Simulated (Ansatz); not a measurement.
```xyz
6

S     0.0651   -0.5175   -2.0254
Mo    0.0012   -0.0092   -0.0358
Cl   -2.0016   -0.8107    0.6922
Cl    0.9398   -1.7850    1.0358
Cl    1.9684    1.0740    0.3383
Cl   -0.9729    2.0484   -0.0051
```

The species carries charge 0 and has multiplicity 1. Mo takes the def2 core potential.

(1) List the ωB97M-V/def2-TZVPP orbital energies in eV (Ansatz). (An estimate is asked.)

Results:

(1) Computed: Occupied: -2772.43, -2772.43, -2772.43, -2772.43, -2428.93, -262.81, -262.81, -262.81, -262.81, -222.88, -200.26, -200.26, -200.26, -200.26, -200.17, -200.17, -200.17, -200.17, -200.17, -200.17, -200.17, -200.17, -165.91, -165.91, -165.90, -78.27, -50.73, -50.73, -50.72, -26.32, -25.70, -25.61, -25.61, -23.42, -14.92, -14.81, -14.51, -14.36, -14.36, -13.75, -12.97, -12.97, -12.70, -11.59, -11.59, -11.58, -11.02, -11.02, -10.79. Lowest empty: -3.17, -2.38, -2.38, -1.16, -0.07, 1.66, 1.98, 2.33.
